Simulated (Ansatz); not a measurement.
C4H9O2 (SMILES C1C[OH+]CCO1), charge +1, singlet, geometry from GFN2-xTB; PBE/cc-pVDZ in Ansatz (a quantum-chemistry and plane-wave program).

Input for Ansatz:
Ansatz 0.2 input:
```yaml
crystal:
  periodic: [false, false, false]
  atoms:
    - {symbol: C, position_ang: [1.33725168, 0.06656417, -0.44632930]}
    - {symbol: C, position_ang: [0.74388758, -1.18028188, 0.20726565]}
    - {symbol: O, position_ang: [-0.36206640, -0.80065599, 1.09365955]}
    - {symbol: C, position_ang: [-1.36293544, -0.01520123, 0.36272443]}
    - {symbol: C, position_ang: [-0.69648336, 1.19122689, -0.29626356]}
    - {symbol: O, position_ang: [0.34124733, 0.76976439, -1.14428956]}
    - {symbol: H, position_ang: [2.09036655, -0.21854948, -1.18243169]}
    - {symbol: H, position_ang: [1.80952077, 0.70914008, 0.31370797]}
    - {symbol: H, position_ang: [1.47288917, -1.72433803, 0.80850751]}
    - {symbol: H, position_ang: [0.31250458, -1.84571437, -0.54378494]}
    - {symbol: H, position_ang: [0.00257401, -0.23714095, 1.81212863]}
    - {symbol: H, position_ang: [-1.78215035, -0.68736273, -0.38922402]}
    - {symbol: H, position_ang: [-2.13707398, 0.27198446, 1.07488037]}
    - {symbol: H, position_ang: [-0.31701144, 1.88511998, 0.47062106]}
    - {symbol: H, position_ang: [-1.41538955, 1.72014615, -0.92374809]}
basis:
  gaussian:
    orbitals: cc-pVDZ
    point_charges:
      - {charge: 0.5, position_ang: [4.2134, -3.4643, 0.1835]}
hamiltonian:
  xc: pbe
total_charge: 1
```

**Question.** Write the output that Ansatz gives for this input, abridged.

**Answer.** 
```
Functional definition: PBE
1512 factors; their error is unknown
mean field evaluation 1: about -8354.2474 eV, gradient 8.0e1 eV
mean field evaluation 2: about -8291.6285 eV, gradient 1.7e2 eV
mean field evaluation 4: about -8368.9669 eV, gradient 8.8e0 eV
mean field evaluation 8: about -8369.1603 eV, gradient 1.1e-1 eV
mean field evaluation 16: about -8369.0756 eV, gradient 3.7e-4 eV
mean field -8369.07562407 eV, -307.5578564215 hartree, gradient 3.4e-5 eV, S^2 0.000000; 0 other end points of the search recorded, 0 dependent functions left out
reference -8369.07566039 eV, -307.5578577561 hartree; 24, 24 occupied and 105, 105 virtual orbitals, 1512 factors
Total energy: -8369.07566039 eV, -307.5578577561 hartree
```
